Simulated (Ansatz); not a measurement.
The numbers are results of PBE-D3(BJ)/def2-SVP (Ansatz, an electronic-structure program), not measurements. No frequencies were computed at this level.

Ansatz 0.2 input:
```yaml
crystal:
  periodic: [false, false, false]
  atoms:
    - { symbol: Si, position_ang: [1.766997, -1.781762, -0.932765] }
    - { symbol: C, position_ang: [1.136188, -0.15664, -0.200706] }
    - { symbol: C, position_ang: [1.752341, 1.006775, 0.195078] }
    - { symbol: S, position_ang: [3.491202, 1.302499, 0.104858] }
    - { symbol: C, position_ang: [1.004981, 2.086322, 0.722211] }
    - { symbol: C, position_ang: [-0.349277, 2.0157, 0.857527] }
    - { symbol: C, position_ang: [-1.034609, 0.845561, 0.467301] }
    - { symbol: C, position_ang: [-2.425409, 0.655572, 0.558758] }
    - { symbol: C, position_ang: [-2.965982, -0.534458, 0.143256] }
    - { symbol: C, position_ang: [-2.110986, -1.528558, -0.361638] }
    - { symbol: N, position_ang: [-0.818502, -1.381805, -0.458678] }
    - { symbol: C, position_ang: [-0.265986, -0.22253, -0.057469] }
    - { symbol: H, position_ang: [1.491901, -2.86766, -0.001977] }
    - { symbol: H, position_ang: [1.213641, -1.95551, -2.269178] }
    - { symbol: H, position_ang: [3.237736, -1.692107, -1.078194] }
    - { symbol: H, position_ang: [3.828716, 0.131298, -0.422455] }
    - { symbol: H, position_ang: [1.541024, 2.976726, 1.01745] }
    - { symbol: H, position_ang: [-0.907841, 2.847704, 1.261417] }
    - { symbol: H, position_ang: [-3.047117, 1.447424, 0.953884] }
    - { symbol: H, position_ang: [-4.028031, -0.717181, 0.197775] }
    - { symbol: H, position_ang: [-2.510986, -2.477373, -0.696454] }
basis:
  gaussian: { orbitals: def2-svp }
hamiltonian:
  xc: pbe
  dispersion: d3bj
relax:
  max_steps: 150
```

Output:

```
Functional definition: PBE
2517 factors; their error is unknown
mean field evaluation 1: about -29624.7466 eV, gradient 8.5e1 eV
mean field evaluation 2: about -29496.8451 eV, gradient 2.1e2 eV
mean field evaluation 4: about -29643.5884 eV, gradient 3.2e1 eV
mean field evaluation 8: about -29646.3324 eV, gradient 6.4e-1 eV
mean field evaluation 16: about -29646.1504 eV, gradient 1.4e-2 eV
mean field -29646.15040809 eV, -1089.4759326148 hartree, gradient 2.1e-5 eV, S^2 0.000000; 0 other end points of the search recorded, 0 dependent functions left out
reference -29646.15045167 eV, -1089.4759342163 hartree; 50, 50 occupied and 171, 171 virtual orbitals, 2517 factors
relax step   1: F+E_penalty+E_count = -29646.95443575 eV  Δ(F+E_penalty+E_count) = +0.000e0 eV  max|allowed force component| = 1.061e0 eV/Å  Δτ_max = 0.0000 Å  (37 SCF iters, accepted)
these checks for a lower state are left out or cut short: starts, cluster_reference, orbital_swaps, neighbouring_geometries, increment
2517 factors; their error is unknown
mean field evaluation 32: about -29646.3837 eV, gradient 1.7e-5 eV
mean field -29646.38370961 eV, -1089.4845062877 hartree, gradient 1.7e-5 eV, S^2 0.000000; 0 other end points of the search recorded, 0 dependent functions left out
reference -29646.38375399 eV, -1089.4845079186 hartree; 50, 50 occupied and 171, 171 virtual orbitals, 2517 factors
relax step   2: F+E_penalty+E_count = -29647.18150000 eV  Δ(F+E_penalty+E_count) = -2.271e-1 eV  max|allowed force component| = 3.837e-1 eV/Å  Δτ_max = 0.1091 Å  (34 SCF iters, accepted)
these checks for a lower state are left out or cut short: starts, cluster_reference, orbital_swaps, neighbouring_geometries, increment
2517 factors; their error is unknown
mean field -29646.41112361 eV, -1089.4855137334 hartree, gradient 1.8e-5 eV, S^2 0.000000; 0 other end points of the search recorded, 0 dependent functions left out
reference -29646.41116833 eV, -1089.4855153767 hartree; 50, 50 occupied and 171, 171 virtual orbitals, 2517 factors
relax step   3: F+E_penalty+E_count = -29647.20685558 eV  Δ(F+E_penalty+E_count) = -2.536e-2 eV  max|allowed force component| = 8.968e-2 eV/Å  Δτ_max = 0.0804 Å  (34 SCF iters, accepted)
these checks for a lower state are left out or cut short: starts, cluster_reference, orbital_swaps, neighbouring_geometries, increment
2517 factors; their error is unknown
mean field -29646.41252804 eV, -1089.4855653455 hartree, gradient 1.8e-5 eV, S^2 0.000000; 0 other end points of the search recorded, 0 dependent functions left out
reference -29646.41257279 eV, -1089.4855669900 hartree; 50, 50 occupied and 171, 171 virtual orbitals, 2517 factors
relax step   4: F+E_penalty+E_count = -29647.20773058 eV  Δ(F+E_penalty+E_count) = -8.750e-4 eV  max|allowed force component| = 2.662e-2 eV/Å  Δτ_max = 0.0168 Å  (35 SCF iters, accepted)
these checks for a lower state are left out or cut short: starts, cluster_reference, orbital_swaps, neighbouring_geometries, increment
2517 factors; their error is unknown
mean field -29646.41260110 eV, -1089.4855680303 hartree, gradient 1.8e-5 eV, S^2 0.000000; 0 other end points of the search recorded, 0 dependent functions left out
reference -29646.41264585 eV, -1089.4855696746 hartree; 50, 50 occupied and 171, 171 virtual orbitals, 2517 factors
relax step   5: F+E_penalty+E_count = -29647.20806093 eV  Δ(F+E_penalty+E_count) = -3.304e-4 eV  max|allowed force component| = 1.157e-2 eV/Å  Δτ_max = 0.0098 Å  (36 SCF iters, accepted)
these checks for a lower state are left out or cut short: starts, cluster_reference, orbital_swaps, neighbouring_geometries, increment
2517 factors; their error is unknown
mean field -29646.41258501 eV, -1089.4855674388 hartree, gradient 1.8e-5 eV, S^2 0.000000; 0 other end points of the search recorded, 0 dependent functions left out
reference -29646.41262975 eV, -1089.4855690832 hartree; 50, 50 occupied and 171, 171 virtual orbitals, 2517 factors
relax step   6: F+E_penalty+E_count = -29647.20809289 eV  Δ(F+E_penalty+E_count) = -3.196e-5 eV  max|allowed force component| = 6.474e-3 eV/Å  Δτ_max = 0.0033 Å  (36 SCF iters, accepted)
2517 factors; their error is unknown
mean field evaluation 64: about -29646.4126 eV, gradient 4.1e-4 eV
mean field -29646.41258501 eV, -1089.4855674388 hartree, gradient 1.8e-5 eV, S^2 0.000000; 1 other end points of the search recorded, 0 dependent functions left out
reference -29646.41262975 eV, -1089.4855690832 hartree; 50, 50 occupied and 171, 171 virtual orbitals, 2517 factors
Total energy: -29647.20813764 eV, -1089.5148034587 hartree
Atom 0 at     1.852193    -1.770622    -0.940314 Å, force    -0.000277    -0.000425    -0.000754 eV/Å
Atom 1 at     1.128531    -0.177240    -0.208907 Å, force     0.000067     0.002960    -0.001061 eV/Å
Atom 2 at     1.776731     1.002385     0.188454 Å, force     0.002643    -0.005127     0.006474 eV/Å
Atom 3 at     3.521109     1.302133     0.098651 Å, force    -0.003435    -0.001858    -0.002091 eV/Å
Atom 4 at     1.018456     2.096732     0.723506 Å, force    -0.001053     0.003108    -0.004461 eV/Å
Atom 5 at    -0.354160     2.022815     0.860281 Å, force     0.000560     0.001426     0.000648 eV/Å
Atom 6 at    -1.057388     0.846340     0.470313 Å, force     0.000807    -0.002824    -0.001263 eV/Å
Atom 7 at    -2.463669     0.679660     0.573760 Å, force    -0.001331    -0.000289     0.000357 eV/Å
Atom 8 at    -3.040942    -0.514109     0.161677 Å, force    -0.000428     0.001220     0.000906 eV/Å
Atom 9 at    -2.197851    -1.536018    -0.353376 Å, force     0.000872     0.000642    -0.001166 eV/Å
Atom 10 at    -0.882550    -1.416041    -0.464738 Å, force    -0.000948     0.000453     0.000875 eV/Å
Atom 11 at    -0.294255    -0.249079    -0.064911 Å, force    -0.000599     0.001329     0.000373 eV/Å
Atom 12 at     1.636722    -2.957492    -0.048682 Å, force     0.000989    -0.000136    -0.000325 eV/Å
Atom 13 at     1.358246    -2.035945    -2.331596 Å, force     0.001305    -0.000483    -0.000302 eV/Å
Atom 14 at     3.353726    -1.594848    -1.052545 Å, force    -0.000349    -0.000829    -0.000118 eV/Å
Atom 15 at     3.850535     0.087737    -0.431914 Å, force     0.000088     0.002448     0.000673 eV/Å
Atom 16 at     1.551190     3.010975     1.027934 Å, force     0.000186    -0.000650     0.000643 eV/Å
Atom 17 at    -0.915784     2.875569     1.272916 Å, force    -0.000236    -0.000614     0.000473 eV/Å
Atom 18 at    -3.078398     1.499037     0.979455 Å, force     0.001102     0.000623    -0.000070 eV/Å
Atom 19 at    -4.126379    -0.678024     0.227272 Å, force     0.000268    -0.000896    -0.000393 eV/Å
Atom 20 at    -2.636063    -2.493969    -0.687234 Å, force    -0.000232    -0.000076     0.000581 eV/Å
Dipole moment:    -0.430502     0.254822     0.155276 e Å
```

Cost: about 120 core-seconds (a rough figure).
